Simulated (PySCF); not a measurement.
C7H6FO (doublet state).
Z-matrix (Å and degrees, GFN2-xTB geometry), rows numbered from 1:
```
O 
C   1  1.1944
C   2  1.5410  1  124.04
C   3  1.4962  2   99.60  1   -89.63
C   4  1.3615  3  121.54  2  -106.26
C   5  1.3994  4  121.89  3    -5.91
C   6  1.4056  5  119.72  4    -3.20
C   7  1.3538  6  119.73  5     3.64
F   8  1.3498  3  115.25  2   -79.70
H   2  1.1035  1  122.88  3  -173.28
H   3  1.0964  2  107.52  1    28.00
H   4  1.0780  3  116.68  2    69.91
H   5  1.0801  4  119.20  3   176.93
H   6  1.0766  5  120.43  4  -179.86
H   7  1.0791  6  120.51  5  -173.82
```

The hyperfine couplings belong to this conformer and change with its torsions.

Identity: `[C@@H]1(C=O)[CH]C=CC=C1F` [radical].

Computed, not measured: PySCF, UKS B3LYP, pcH-1 on C F H O, non-relativistic, mean-field spin-orbit, GIAO. Isolated species at its GFN2-xTB geometry (one conformer only). Couplings are sensitive to structure, and on GFN2-xTB geometries they can be far from those on DFT ones. No stability test was run, so a lower SCF solution isn't excluded. ⟨S²⟩ is 0.782 where a pure state has 0.75.

The largest Mulliken spin populations are on C6 (+0.55), C4 (+0.43), C8 (+0.36) and C5 (-0.21). Three atoms exceed +0.15. The positive populations add up to 1.50 and the negative ones to -0.50, together 2S = 1. The angles at C6 add up to 359.9°, so it is planar.

Q: Test a(H) = Q·ρ(C) for the protons on planar carbons with a spin population beyond ±0.08.

A: 
| H | C | ρ(C) | a(H) (G) | a/ρ (G) |
| --- | --- | --- | --- | --- |
| H12 | C4 | +0.426 | -9.89 | -23.2 |
| H13 | C5 | -0.205 | +3.42 | -16.7 |
| H14 | C6 | +0.546 | -12.81 | -23.5 |
| H15 | C7 | -0.188 | +3.24 | -17.2 |

A least-squares line through the origin gives Q = -22.5 G with Mulliken populations. Where ρ is negative the coupling is positive.

Q: Leave H12 and its like out of the fit. How well does the relation then predict its coupling?

A: The other protons give Q = -22.1 G, so a = -22.1 × 0.426 ≈ -9.42 G, against the computed -9.89 G.

Couplings in gauss use g_iso = 2.0032.

The SMILES draws the unpaired electron on C4; the largest computed Mulliken spin population is on C6 (0.55 against 0.43).
